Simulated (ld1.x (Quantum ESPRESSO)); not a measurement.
u(r) = r·R(r): atom against pseudo-atom (oxygen (O))

Columns: radius, all-electron u(r) and pseudo u(r) of the 2p shell (level -9.11 eV) of oxygen in the configuration [He] 2s2 2p4; PW91, scalar-relativistic, ultrasoft scheme, ld1.x (Quantum ESPRESSO) 7.5.

```json
{"r (bohr)": "0.070", "all-electron": "0.0568", "pseudo": "0.0118"}
{"r (bohr)": "0.140", "all-electron": "0.1758", "pseudo": "0.0465"}
{"r (bohr)": "0.210", "all-electron": "0.3107", "pseudo": "0.1016"}
{"r (bohr)": "0.280", "all-electron": "0.4391", "pseudo": "0.1737"}
{"r (bohr)": "0.350", "all-electron": "0.5511", "pseudo": "0.2580"}
{"r (bohr)": "0.420", "all-electron": "0.6435", "pseudo": "0.3493"}
{"r (bohr)": "0.490", "all-electron": "0.7164", "pseudo": "0.4421"}
{"r (bohr)": "0.560", "all-electron": "0.7712", "pseudo": "0.5311"}
{"r (bohr)": "0.630", "all-electron": "0.8092", "pseudo": "0.6116"}
{"r (bohr)": "0.700", "all-electron": "0.8329", "pseudo": "0.6801"}
{"r (bohr)": "0.770", "all-electron": "0.8444", "pseudo": "0.7341"}
{"r (bohr)": "0.840", "all-electron": "0.8459", "pseudo": "0.7723"}
{"r (bohr)": "0.910", "all-electron": "0.8395", "pseudo": "0.7948"}
{"r (bohr)": "0.980", "all-electron": "0.8268", "pseudo": "0.8030"}
{"r (bohr)": "1.050", "all-electron": "0.8093", "pseudo": "0.7987"}
{"r (bohr)": "1.120", "all-electron": "0.7882", "pseudo": "0.7848"}
{"r (bohr)": "1.190", "all-electron": "0.7645", "pseudo": "0.7641"}
{"r (bohr)": "1.260", "all-electron": "0.7390", "pseudo": "0.7393"}
{"r (bohr)": "1.330", "all-electron": "0.7123", "pseudo": "0.7124"}
{"r (bohr)": "1.400", "all-electron": "0.6849", "pseudo": "0.6849"}
{"r (bohr)": "1.470", "all-electron": "0.6571", "pseudo": "0.6571"}
{"r (bohr)": "1.540", "all-electron": "0.6294", "pseudo": "0.6294"}
{"r (bohr)": "1.610", "all-electron": "0.6020", "pseudo": "0.6020"}
{"r (bohr)": "1.680", "all-electron": "0.5750", "pseudo": "0.5750"}
{"r (bohr)": "1.750", "all-electron": "0.5485", "pseudo": "0.5485"}
{"r (bohr)": "1.820", "all-electron": "0.5228", "pseudo": "0.5228"}
```

**Question.** How many radial nodes do the two functions have?

**Answer.** The all-electron 2p function has n − l − 1 = 0; the pseudo-wave has 0.

**Question.** At about which radius was the pseudo-wave matched?

**Answer.** 1.40 bohr. The columns agree to 0.0005 from 1.19 bohr on; several derivatives are matched, so the curves merge somewhat inside the radius.

**Question.** Is the pseudo-wave norm-conserving?

**Answer.** No, it belongs to an ultrasoft set: the norm inside the radius is not constrained, and the difference is carried by the augmentation charge.
